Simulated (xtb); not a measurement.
F₃Y (SMILES [F][Y]([F])[F]), singlet, geometry from GFN2-xTB (such geometries of metal compounds can be far from the true shape). Base run: GFN2-xTB (xtb).

The xtb input:
```
$ xtb mol.xyz --gfn 2 --json

# file mol.xyz
4

Y      0.06440607    -0.13267464    -0.31224007
F     -1.52788470    -0.68420205     0.52720126
F     -0.08680010     1.74084587    -0.20597742
F      1.33559184    -0.48172038     1.03181646
```

Each row names what was changed in the base input (with any setting that the change needs).

```csv
change,ΔE vs base (kJ/mol),HOMO-LUMO gap (eV),dipole (D),SCF cycles
base,0.00,2.51,5.94,25
etemp = 3000,-2.45,2.58,5.88,27
acc = 1000,0.02,2.52,5.92,20
etemp = 10000,-225.1,4.11,4.50,21
acc = 0.1,0.00,2.51,5.94,27
etemp = 1000,0.00,2.51,5.94,25
file = coord,0.00,2.51,5.94,25
```
